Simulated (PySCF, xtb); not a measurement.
CF₃, SMILES [C](F)(F)F (connectivity only; charge and spin as stated), charge +1, multiplicity 1.

Harmonic wavenumbers (cm⁻¹) from GFN2-xTB in xtb at its own minimum, in rising order: 495, 495, 624, 998, 1563, 1564.

Q: What does PySCF with TPSSh-D3(BJ)/def2-TZVP give at its own minimum? (An estimate is asked for; the answer gives what the named calculation found.)

A: 579, 579, 786, 1038, 1654, 1655. Paired by order, the mean absolute difference is 92 cm⁻¹ and the zero-point energies are 8.2 and 9.0 kcal/mol.
